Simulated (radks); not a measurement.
Spherical quantum dot in the effective-mass picture: electrons in a hard-walled sphere of radius 1.47, with a point charge +2 (a donor) at the centre, all in effective atomic units (hartree* = m*/eps^2 hartree, bohr* = eps/m* bohr), one dielectric constant everywhere. Calculated with a radial shooting solver with Libxc functionals: non-relativistic Kohn-Sham, exchange-only LDA, spin-polarised, spherical densities. Levels are named by radial order and angular momentum (1s, 1p, 1d, 2s, ...), and open shells are averaged over m. Results are scaled to m* = 0.059 and eps = 10, for which hartree* = 16.05 meV and bohr* = 8.969 nm. Each electron was tried in the lowest free levels, single moves between levels near the top were tried too, and the lowest total energy was kept; such a search can miss a lower state. At N = 1 the Hartree and exchange-correlation terms need not cancel, so that row can carry a self-interaction error.

| N | open shells | 2S | E (meV) | mu = E(N) - E(N-1) (meV) | addition energy mu(N+1) - mu(N) (meV) | e(HOMO) (meV) | rms radius (nm) |
|---|---|---|---|---|---|---|---|
| 1 | 1s(up 1, down 0) | 1 | -24.8981 | -24.898 | 24.63 | -15.837 | 5.683 |
| 2 | none | 0 | -25.1621 | -0.26394 | 68.85 | 7.9856 | 5.953 |
| 3 | 1p(up 1, down 0) | 1 | 43.4220 | 68.584 | 14.34 | 75.604 | 6.733 |
| 4 | 1p(up 2, down 0) | 2 | 126.348 | 82.926 | 14.89 | 90.324 | 7.119 |
| 5 | 1p(up 3, down 0) | 3 | 224.164 | 97.816 | 20.51 | 105.34 | 7.362 |
| 6 | 1p(up 3, down 1) | 2 | 342.491 | 118.33 | 13.88 | 125.12 | 7.543 |
| 7 | 1p(up 3, down 2) | 1 | 474.700 | 132.21 | 14.45 | 139.38 | 7.681 |
| 8 | none | 0 | 621.357 | 146.66 | 61.33 | 153.96 | 7.794 |
| 9 | 1d(up 1, down 0) | 1 | 829.341 | 207.98 | 13.70 | 214.81 | 7.956 |
| 10 | 1d(up 2, down 0) | 2 | 1051.02 | 221.68 | 13.82 | 228.58 | 8.088 |
| 11 | 1d(up 3, down 0) | 3 | 1286.53 | 235.51 | 13.90 | 242.45 | 8.197 |
| 12 | 1d(up 4, down 0) | 4 | 1535.94 | 249.41 | 13.94 | 256.37 | 8.291 |
| 13 | 1d(up 5, down 0) | 5 | 1799.29 | 263.35 | 18.75 | 270.33 | 8.372 |
| 14 | 1d(up 5, down 1) | 4 | 2081.39 | 282.10 | 13.48 | 288.81 | 8.445 |
| 15 | 1d(up 5, down 2) | 3 | 2376.97 | 295.58 | 13.61 | 302.36 | 8.510 |
| 16 | 1d(up 5, down 3) | 2 | 2686.15 | 309.18 | 13.69 | 316.02 | 8.568 |
| 17 | 1d(up 5, down 4) | 1 | 3009.02 | 322.87 | 13.74 | 329.73 | 8.621 |
| 18 | none | 0 | 3345.63 | 336.61 | 21.73 | 343.49 | 8.670 |
| 19 | 2s(up 1, down 0) | 1 | 3703.96 | 358.34 | 21.27 | 367.13 | 8.653 |
| 20 | none | 0 | 4083.57 | 379.61 | 52.51 | 388.60 | 8.628 |
| 21 | 1f(up 1, down 0) | 1 | 4515.69 | 432.12 | 13.31 | 438.77 | 8.687 |
| 22 | 1f(up 2, down 0) | 2 | 4961.12 | 445.43 | 13.34 | 452.09 | 8.742 |
| 23 | 1f(up 3, down 0) | 3 | 5419.89 | 458.77 | 13.36 | 465.44 | 8.792 |
| 24 | 1f(up 4, down 0) | 4 | 5892.01 | 472.13 | 13.38 | 478.81 | 8.839 |
| 25 | 1f(up 5, down 0) | 5 | 6377.51 | 485.50 | 13.39 | 492.19 | 8.882 |
| 26 | 1f(up 6, down 0) | 6 | 6876.40 | 498.89 | 13.40 | 505.59 | 8.923 |
| 27 | 1f(up 7, down 0) | 7 | 7388.69 | 512.29 | 17.59 | 518.99 | 8.961 |
| 28 | 1f(up 7, down 1) | 6 | 7918.57 | 529.87 | 13.18 | 536.46 | 8.997 |
| 29 | 1f(up 7, down 2) | 5 | 8461.62 | 543.05 | 13.21 | 549.65 | 9.031 |
| 30 | 1f(up 7, down 3) | 4 | 9017.88 | 556.26 | 13.23 | 562.87 | 9.063 |
| 31 | 1f(up 7, down 4) | 3 | 9587.37 | 569.49 | 13.25 | 576.12 | 9.094 |
| 32 | 1f(up 7, down 5) | 2 | 10170.1 | 582.75 | 13.27 | 589.38 | 9.123 |
| 33 | 1f(up 7, down 6) | 1 | 10766.1 | 596.01 | - | 602.65 | 9.150 |

All shells are closed at N = 2, 8, 18, 20 (there: 1s2 1p6 1d10 2s2); the second difference of the energy has clear peaks (12 % above both neighbours; the first and last values, which can be the largest, are not judged, and half-filled shells can peak too) at N = 2, 5, 8, 13, 20, 27.
